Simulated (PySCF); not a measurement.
**$^{29}$Si chemical shifts**

PySCF 2.14.0 with density-fitted response routines calculation with NMR shieldings at PBE0/pcSseg-1/GIAO and geometry: GFN2-xTB; non-relativistic Hamiltonian, equivalent nuclei averaged, a single conformation, no solvent model.

Shieldings were converted by a linear fit to measured shifts: $^{29}$Si (scatter 8.9 ppm rms, 25.8 ppm with the 6 outliers that the fit left out vs TMS, solution or neat liquid). A few per cent of atoms miss by over 2 rms, more outside the fitted compound classes.

**Question.** Give the $^{29}$Si shifts of `CC(C)O[SiH2]N(C)C`, `COC[Si@@H](Cl)[C@H](C)OC`, `CS[SiH](P)P`, `CCO[Si@@H](Cl)[C@H](C)OC`, `FC1=C[SiH2]C=C[SiH2]1`.

**Answer.** 
| compound | environment | δ (ppm) |
| --- | --- | --- |
| CC(C)O[SiH2]N(C)C | silicon bonded to N, O, 2 H | -37.0 |
| COC[Si@@H](Cl)[C@H](C)OC | silicon bonded to 2 C, Cl, H | -10.8 |
| CS[SiH](P)P | silicon bonded to 2 P, S, H | -3.2 |
| CCO[Si@@H](Cl)[C@H](C)OC | silicon bonded to C, Cl, O, H | -18.0 |
| [F:1][C:2]1=[CH:3][SiH2:4][CH:5]=[CH:6][SiH2:7]1 | Si4: silicon bonded to 2 C, 2 H, in a 6-membered ring | -55.6 |
| [F:1][C:2]1=[CH:3][SiH2:4][CH:5]=[CH:6][SiH2:7]1 | Si7: silicon bonded to 2 C, 2 H, in a 6-membered ring | -69.7 |
